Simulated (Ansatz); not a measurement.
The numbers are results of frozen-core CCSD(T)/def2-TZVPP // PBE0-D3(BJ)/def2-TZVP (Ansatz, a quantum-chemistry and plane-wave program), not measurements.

Ansatz 0.2 input:
```yaml
crystal:
  periodic: [false, false, false]
  atoms:
    - { symbol: C, position_ang: [2.539721, 0.460539, -0.031186] }
    - { symbol: Si, position_ang: [0.92359, 0.972158, -0.067152] }
    - { symbol: N, position_ang: [-0.457481, -0.004883, -0.156151] }
    - { symbol: C, position_ang: [-1.802146, 0.513562, -0.183847] }
    - { symbol: C, position_ang: [-0.369605, -1.444191, -0.214577] }
    - { symbol: H, position_ang: [3.315708, 1.215059, 0.027848] }
    - { symbol: H, position_ang: [2.879414, -0.566329, -0.062499] }
    - { symbol: H, position_ang: [0.511117, 2.390306, -0.021993] }
    - { symbol: H, position_ang: [-1.793678, 1.603587, -0.135267] }
    - { symbol: H, position_ang: [-2.321941, 0.21937, -1.104484] }
    - { symbol: H, position_ang: [-2.387709, 0.14084, 0.666104] }
    - { symbol: H, position_ang: [-0.89145, -1.905365, 0.633091] }
    - { symbol: H, position_ang: [0.672394, -1.76479, -0.184999] }
    - { symbol: H, position_ang: [-0.81794, -1.829867, -1.13863] }
basis:
  gaussian: { orbitals: def2-TZVPP }
correlation:
  method: ccsd_t
```

Output:

```
Functional definition: HF
1692 factors; integrals over basis functions are off by at most 1.2e-3 eV
mean field evaluation 1: about -12573.4585 eV, gradient 4.3e1 eV
mean field evaluation 2: about -12573.7179 eV, gradient 4.3e1 eV
mean field evaluation 4: about -12578.6074 eV, gradient 4.5e0 eV
mean field evaluation 8: about -12578.6943 eV, gradient 3.7e-1 eV
mean field evaluation 16: about -12578.6953 eV, gradient 1.6e-6 eV
mean field -12578.69528071 eV, -462.2585254203 hartree, gradient 1.6e-6 eV, S^2 0.000000; 0 other end points of the search recorded, 0 dependent functions left out
9 core orbitals not correlated
reference -12578.69528071 eV, -462.2585254203 hartree; 15, 15 occupied and 268, 268 virtual orbitals, 1692 factors
second order -23.16249595 eV of doubles, -0.00000000 eV of singles
cycle   1  -23.83207611 eV  change   -6.7e-1 eV  update   1.0e-1
cycle   2  -24.43221195 eV  change   -6.0e-1 eV  update   3.1e-2
cycle   3  -24.55369517 eV  change   -1.2e-1 eV  update   1.6e-2
cycle   4  -24.54513466 eV  change    8.6e-3 eV  update   4.4e-3
cycle   5  -24.54430174 eV  change    8.3e-4 eV  update   2.2e-3
cycle   6  -24.54466990 eV  change   -3.7e-4 eV  update   6.8e-4
cycle   7  -24.54438513 eV  change    2.8e-4 eV  update   2.4e-4
cycle   8  -24.54438526 eV  change   -1.4e-7 eV  update   8.0e-5
cycle   9  -24.54440376 eV  change   -1.8e-5 eV  update   2.1e-5
perturbative correction -1.03425261 eV, -0.0380080823 hartree
Total energy: -12604.27393708 eV, -463.1985237040 hartree
```

Cost: around 29 core-minutes (rough).
